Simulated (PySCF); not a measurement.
A geometry optimisation on `FC(F)C=[Te]`.

Method: PBE0-D3(BJ)/def2-SVP geometry optimisation, gas phase, def2 core potentials past Kr (PySCF 2.14.0). Start geometry: GFN2-xTB. The input is one job of a driver script: a line of settings, then coordinates in Å.

Input:
```
{"job": {"xc": "PBE0", "basis": "def2-SVP", "d3": "d3bj", "grid": 1, "maxiter": 30, "shake": 0.01, "kind": "geom"}, "charge": 0, "multiplicity": 1}
F     -1.108730     0.424070     1.241080
C     -0.658120    -0.006010     0.043760
F     -0.930450    -1.334690     0.000050
C      0.831240     0.267940    -0.104220
Te     2.085470    -1.152920    -0.563700
H     -1.263260     0.481440    -0.746580
H      1.077810     1.291070     0.079690
```

Output:
```
step   0  E = -544.58255811  max force = 0.026714
step   1  E = -544.58439564  max force = 0.010049
step   2  E = -544.58543473  max force = 0.003155
step   3  E = -544.58552426  max force = 0.001593
step   4  E = -544.58551341  max force = 0.000781
step   5  E = -544.58554168  max force = 0.000242
step   6  E = -544.58554485  max force = 0.000168
optimisation converged
```

Energies in Eh; «max force» is the largest Cartesian gradient component in Eh/bohr.

Problem. At which steps does the energy rise by more than 1e-5 Eh?

Solution. At step 4 (+0.01 mEh).

In short: final energy -544.58554 Eh after 6 steps; dipole 1.71 D.

Problem. Give the final coordinates.

Solution. 0.065 Å rms from the input after alignment:
```
atom  x, y, z in Å
F1    -1.2555    0.7595    0.8894
C2    -0.6423    0.1505   -0.1541
F3    -1.2623   -1.0148   -0.3843
C4     0.8122   -0.0095    0.1613
Te5    1.8818   -1.6299   -0.0548
H6    -0.7729    0.7955   -1.0467
H7     1.2706    0.9143    0.5364
```

Problem. Estimate the wall time. Hardware: an Arm Neoverse V1 with one thread, on a shared host. And the peak memory of the process?

Solution. About 26 s, with 0.39 GiB resident at the peak, the Python interpreter and its libraries included.
Labels such as C1 count atoms from 1, the log's own numbers from 0.
